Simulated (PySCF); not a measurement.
## Ru (ruthenium, neutral) across methods

[Kr] 4d6 5s1 6s1, high-spin 7D determinant (an excited configuration). All numbers are calculated (PySCF 2.14, scalar relativity through the core potential, in aug-cc-pVTZ-PP with one added diffuse shell each of s, p, d, f, g type with ECP28MDF (7s7p6d4f3g, 113 functions)).

```
method  E (hartree)  mean ε 4d β (eV)  mean ε 5s α (eV)  mean ε 6s α (eV)  Σ⟨r²⟩ (bohr²)    ⟨S²⟩
  PW91     -94.3301           -10.184            -9.239            -1.637          122.0  12.001
  PBE0     -94.2698           -11.688            -9.880            -1.867          123.5  12.001
   UHF    -93.65718           -15.517           -11.572            -2.311          133.3  12.003
   PBE     -94.2831           -10.106            -9.165            -1.632          121.9  12.001
   LDA     -94.0615           -10.061            -9.420            -1.620          119.8  12.001
```

Task: Estimate the same row for r2SCAN.

Result: E (hartree) = -94.3119; mean ε 4d β (eV) = -10.075; mean ε 5s α (eV) = -9.401; mean ε 6s α (eV) = -1.581; Σ⟨r²⟩ (bohr²) = 121.6; ⟨S²⟩ = 12.001.

Energies and moments cover only the electrons outside the core potential. The outer electron is Rydberg-like, and this basis confines it to a smaller radius and binds it less than a complete one would.
